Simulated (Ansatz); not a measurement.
`C=N[SiH2]C` + `S[SiH2]Cl` → `C[SiH2]S[SiH2]Cl` + `C=N`  (ligand exchange at the Si–N bond)

Program: Ansatz. Geometries: PBE0-D4/def2-TZVP. ΔE: electronic, gas phase. CCSD(T)/CBS is the MP2 limit (def2-TZVPP, def2-QZVPP) plus CCSD(T) − MP2 in def2-TZVPP, frozen cores. This one scheme is used for every species. Functionals use def2-TZVPP. B3LYP here is the variant with VWN-RPA as its local correlation; programs differ in this. One conformer a species, not always the lowest.

Problem. Is it downhill or uphill in electronic energy at CCSD(T)/CBS, and by how much? (An estimate is asked.)

Solution. The calculation gave: Downhill: ΔE = -6.7 kcal/mol.

Problem. What do these levels give: PBE-D4, r2SCAN-D4, PBE0-D4, B3LYP-D4, ωB97X-V, r2SCAN, HF/def2-TZVPP, MP2/def2-TZVPP, CCSD(T)/def2-TZVPP, MP2/def2-QZVPP, SCS-MP2/def2-QZVPP, HF/CBS(def2)? (Best estimate.)

Solution. Ansatz gave: PBE-D4 -7.3, r2SCAN-D4 -6.3, PBE0-D4 -7.5, B3LYP-D4 -5.2, ωB97X-V -5.9, r2SCAN -6.0, HF/def2-TZVPP -2.6, MP2/def2-TZVPP -6.5, CCSD(T)/def2-TZVPP -6.0, MP2/def2-QZVPP -6.8, SCS-MP2/def2-QZVPP -5.8, HF/CBS(def2) -2.3 kcal/mol.

Largest T1 diagnostic among the species: 0.012.

In def2-TZVPP, CCSD(T) changes the Hartree–Fock value by −3.4 kcal/mol (the triples alone add −0.6 kcal/mol) and MP2 by −3.9 kcal/mol. The D4 term adds −1.8 kcal/mol with B3LYP and −1.0 kcal/mol with PBE0; it sums over pairs of atoms, weighted by their polarisabilities, and B3LYP, whose exchange is more repulsive, gets the larger term.
